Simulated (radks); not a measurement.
The numbers below are computed, except where a source is named.
Zn4+, 26 electrons, occupied as [Ne] 3s2 3p5 3d9 (not the ground configuration). Code: a radial shooting solver on a logarithmic mesh with Libxc functionals. Model: scalar-relativistic Kohn-Sham, PBEsol, spin-polarised, spherical densities, point nucleus; open shells are filled with parallel spins first.

Unscreened Slater integrals over Kohn-Sham orbitals (eV). They are taken over the spin-up orbitals.

\begin{tabular}{lr}
integral & value \\ \hline
F0(3d,3d) & 32.669 \\
F2(3d,3d) & 15.424 \\
F4(3d,3d) & 9.6569 \\
F0(3d,3p) & 33.831 \\
F2(3d,3p) & 16.180 \\
G1(3d,3p) & 19.844 \\
G3(3d,3p) & 12.169 \\
F0(3d,3s) & 34.359 \\
G2(3d,3s) & 15.138 \\
F0(3p,3p) & 35.353 \\
F2(3p,3p) & 17.712 \\
F0(3p,3s) & 35.900 \\
G1(3p,3s) & 23.774 \\
F0(3s,3s) & 36.500 \\
\end{tabular}

Derived for the open shells (J is the average intra-shell exchange parameter used in DFT+U). 3p: J = F2/5 = 3.542 eV. 3d: Racah B = F2/49 - 5 F4/441 = 0.2053 eV, C = 35 F4/441 = 0.7664 eV, C/B = 3.73, F4/F2 = 0.626, J = (F2 + F4)/14 = 1.791 eV.
